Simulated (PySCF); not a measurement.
Al(F)(H)(SH) (AlFH₂S), SMILES [F][AlH][SH]. Geometry optimised at ωB97X-D3(BJ)/def2-TZVP. Other conformers were not sampled.

Level of theory: PySCF with ωB97X-D3(BJ)/def2-TZVP.

Harmonic wavenumbers (cm⁻¹): 188, 274, 483, 496, 644, 698, 852, 2015, 2745. Rotational constants (GHz): 23.77, 3.574, 3.107; symmetry number 1.

**Question.** Work out the zero-point energy and the ideal-gas rigid-rotor harmonic-oscillator thermochemistry at 298.15 K and 1 atm.

**Answer.** ZPE = ½ Σ hcν = ½ × 8394 cm⁻¹ = 50.21 kJ/mol. H − E(el) = 64.89 kJ/mol. Entropy in J/(mol K): translation 163.41, rotation 102.98, vibration 25.31, total 291.70. G − E(el) = -22.08 kJ/mol. Cp = 68.73 J/(mol K).
